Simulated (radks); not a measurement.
Values are calculated unless marked as measured or tabulated.
Coherent X-ray form factor from a spherical all-electron density. Level of theory: Dirac Kohn-Sham, Wu-Cohen GGA, spin-unpolarised, spherical densities, finite nucleus; Fermi nuclear charge, rms radius of each element as measured or else 0.836 A^(1/3) + 0.57 fm (a radial shooting solver on a logarithmic mesh with Libxc functionals).

| sin(theta)/lambda (1/angstrom) | f0 (electrons) |
|---|---|
| 0.05 | 59.979 |
| 0.1 | 57.427 |
| 0.15 | 54.188 |
| 0.2 | 50.742 |
| 0.25 | 47.326 |
| 0.3 | 44.098 |
| 0.4 | 38.495 |
| 0.5 | 33.971 |
| 0.6 | 30.214 |
| 0.8 | 24.316 |
| 1 | 20.236 |
| 1.25 | 17.003 |
| 1.5 | 14.781 |
| 2 | 11.061 |

The species is in the configuration that NIST lists as its ground one. Which atom or ion scatters so?

Answer. The samarium ion Sm+, [Xe] 4f6 6s1. Extrapolating in s^2 from the first two rows gives f0(0) = 60.8, near the electron count 61; among species with that count, the fall with angle is slower the higher Z, and the table is that of Z = 62; from so few rows the species is fixed only to a neighbour or two.
